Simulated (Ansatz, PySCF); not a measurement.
Bond stretch in BrF, singlet.

- RCCSD = CCSD on RHF/cc-pVTZ, cores with 3d frozen (Ansatz, an electronic-structure program)
- RKS-B3LYP/LANL2DZ = restricted B3LYP/LANL2DZ, with its core potentials past Ne in PySCF
- RCCSD(T) = CCSD(T) on RHF/cc-pVTZ, cores with 3d frozen (Ansatz)
- UMP2/6-31G* = unrestricted MP2 (frozen core)/6-31G*, spherical d run with PySCF 2.14.0
- RKS-B3LYP = PySCF with restricted B3LYP/cc-pVTZ

Energies are in mEh, each relative to the lowest point of its own curve near equilibrium.

| R / Å | RCCSD | RKS-B3LYP/LANL2DZ | RCCSD(T) | UMP2/6-31G* | RKS-B3LYP |
|---|---|---|---|---|---|
| 1.31 | 251.5 | 359.9 | 255.2 | 286.7 | 258.0 |
| 1.38 | 152.0 | ? | 155.2 | 178.3 | 158.0 |
| 1.51 | 49.2 | 103.6 | 51.4 | 62.5 | 53.4 |
| 1.57 | 25.0 | 65.7 | 26.6 | 33.7 | 28.1 |
| 1.62 | 12.1 | 42.7 | 13.4 | 17.8 | 14.4 |
| 1.71 | 1.2 | 16.2 | 1.6 | 2.6 | 1.9 |
| 1.75 | 0.0 | 9.1 | 0.0 | 0.0 | 0.0 |
| 1.84 | 2.9 | 0.9 | 1.9 | 0.5 | 1.5 |
| 1.86 | 4.3 | ? | 3.1 | 1.6 | ? |
| 1.91 | 8.7 | 0.0 | 6.9 | 21.0 | 6.6 |
| 2.05 | 25.6 | 7.3 | 21.7 | 57.6 | 22.4 |
| 2.16 | 40.6 | 17.8 | 34.7 | 70.7 | 37.3 |
| 2.38 | — | 43.4 | — | 81.5 | ? |
| 2.60 | — | 68.3 | — | 85.2 | 94.8 |
| 2.91 | — | 97.0 | — | 86.9 | ? |
| 3.13 | — | 112.3 | — | ? | 140.1 |
| 3.55 | — | 132.2 | — | 86.8 | 160.0 |
| 3.87 | — | 141.5 | — | 87.2 | 169.3 |
| 4.31 | — | 149.3 | — | 87.7 | 177.1 |
| 4.68 | — | 153.1 | — | 87.8 | 181.0 |
| 5.31 | — | 156.8 | — | 87.9 | 184.8 |
| 6.13 | — | 159.0 | — | 87.9 | 187.3 |
| 7.01 | — | 160.5 | — | 88.0 | 188.8 |

Q: Fill in the missing entries.

A: 
- 1.38, RKS-B3LYP/LANL2DZ: 240.7
- 1.86, RKS-B3LYP/LANL2DZ: 0.2
- 1.86, RKS-B3LYP: 2.7
- 2.38, RKS-B3LYP: 67.7
- 2.91, RKS-B3LYP: 124.6
- 3.13, UMP2/6-31G*: 86.6

Dashes: no converged value, or the column stops at the first point that the program doubted or that broke a chosen test of continuity, which isn't proof of a fault.

The T1 diagnostic of CCSD on the restricted reference of RCCSD, RCCSD(T) exceeds 0.045 at 2.91 to 7.01 Å. The restricted form behind RKS-B3LYP/LANL2DZ, RKS-B3LYP keeps the bonding electrons paired and can't separate into open-shell fragments. The unrestricted determinant behind UMP2/6-31G* is spin-contaminated at 1.91 to 7.01 Å (<S²> up to 1.0, against 0.00 for a pure singlet). At the longest distance RKS-B3LYP leaves fractional charges on the fragments, a sign of delocalisation error or of the restricted form.
